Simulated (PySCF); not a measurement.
# Where the electron goes

C5H2F2O2.
SMILES with atom numbers: `[O:1]=[C:2]([F:3])[c:4]1[cH:5][c:6]([F:7])[cH:8][o:9]1` (hydrogens: H10 on C5; H11 on C8)

Cartesian coordinates in Å at the GFN2-xTB level; atoms count from 1:
```
atom  x, y, z in Å
O1     2.7188    1.0461    0.2572
C2     2.0595    0.0772    0.0878
F3     2.6534   -1.1346   -0.0705
C4     0.6140   -0.0285    0.0172
C5    -0.3326    0.9694    0.1309
C6    -1.5637    0.3087   -0.0152
F7    -2.7687    0.8656    0.0223
C8    -1.2960   -1.0241   -0.2056
O9     0.0176   -1.2226   -0.1851
H10   -0.1557    2.0120    0.2936
H11   -1.9412   -1.8665   -0.3586
```

Computed, not measured: TDDFT wB97X-D/def2-SVPD, vertical, gas phase, core orbitals frozen in the response in PySCF.

Frontier orbitals with the atoms that hold most of them (Löwdin shares over 4%, at most four atoms; ? is withheld):

| orbital | ε (eV) | atoms |
| --- | --- | --- |
| LUMO+2 | 2.33 | C6 28%, C8 19%, O9 10%, C5 9% |
| LUMO+1 | 2.07 | C8 18%, C6 17%, C5 14%, C2 13% |
| LUMO | -0.57 | ? |
| HOMO | ? | C8 28%, C4 22%, C6 16%, O9 8% |
| HOMO-1 | -10.98 | ? |
| HOMO-2 | -11.49 | O1 71%, F3 11%, C2 10%, C4 5% |
| HOMO-3 | -13.22 | F7 29%, O9 15%, C6 13%, C5 13% |

Task: Which atoms hold the LUMO, and with what shares?

Result: C2 (bonded to C, F and O) 19%; O1 (bonded to C) 16%; C5 (bonded to 2 C and H) 16%; C8 (bonded to C, O and H) 12%. By element: carbon 47% or more, oxygen 16% or more.

Task: Give the leading atoms of the HOMO-1.

Result: C5 (bonded to 2 C and H) 31%; O9 (bonded to 2 C) 21%; C6 (bonded to 2 C and F) 18%; C4 (bonded to 2 C and O) 11%. By element: carbon 60% or more, oxygen 21% or more.

Task: What is the HOMO energy, and the HOMO–LUMO gap?

Result: ε(HOMO) = -9.60 eV; the gap is 9.03 eV (0.3317 hartree).

Task: How does S1 compare with the orbital gap of 9.03 eV?

Result: S1 is at 5.17 eV (f = 0.339), 3.85 eV below the gap, made of HOMO→LUMO (97%). 

Task: One configuration dominates each of S1, S2, S3 and S4. Which, and how do the shares of the two leading atoms of either orbital change from the occupied to the empty one?

Result: 
- S1 (5.17 eV, f 0.339), HOMO→LUMO (97%): C8 28% → 12%, C4 22% → at most 13%, C2 at most 8% → 19%, O1 at most 8% → 16%
- S2 (5.52 eV, f 0.0001), HOMO-2→LUMO (92%): O1 71% → 16%, F3 11% → at most 13%, C2 10% → 19%
- S3 (6.22 eV, f 0.076), HOMO-1→LUMO (93%): C5 31% → 16%, O9 21% → at most 13%, C2 at most 11% → 19%, O1 at most 11% → 16%
- S4 (7.41 eV, f 0.0064), HOMO→LUMO+1 (82%): C8 28% → 18%, C4 22% → at most 14%, C6 16% → 17%

Löwdin shares depend on the basis, the more so with diffuse functions.

The run took about 90 s of CPU time (one thread, shared machine).

One conformer stands for the species.
